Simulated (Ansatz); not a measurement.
Ansatz results at the PBE0-D4/def2-TZVP geometry: HOMO–LUMO gap (PBE0/def2-TZVPP) 5.74 eV; zero-point energy (PBE0-D4/def2-TZVP) 122.5 kJ/mol; size of the dipole moment (B3LYP/def2-TZVPP) 3.46 D.

Each molecule was computed in one conformer, which needn't be the lowest.

Task: Which molecule gave them?
A. `B/C=C\O[SiH2][GaH2]`
B. `CCSC=O`
C. `[OH][GeH2][S][GaH2]`
D. `N[SiH2]/N=C(/N)F`

Result: C. The others give `CCSC=O`: 6.74, 227.4, 1.71; `B/C=C\O[SiH2][GaH2]`: 4.75, 233.5, 3.27; `N[SiH2]/N=C(/N)F`: 7.82, 221.8, 3.28.

B3LYP here is the variant with VWN-RPA as its local correlation; programs differ in this.
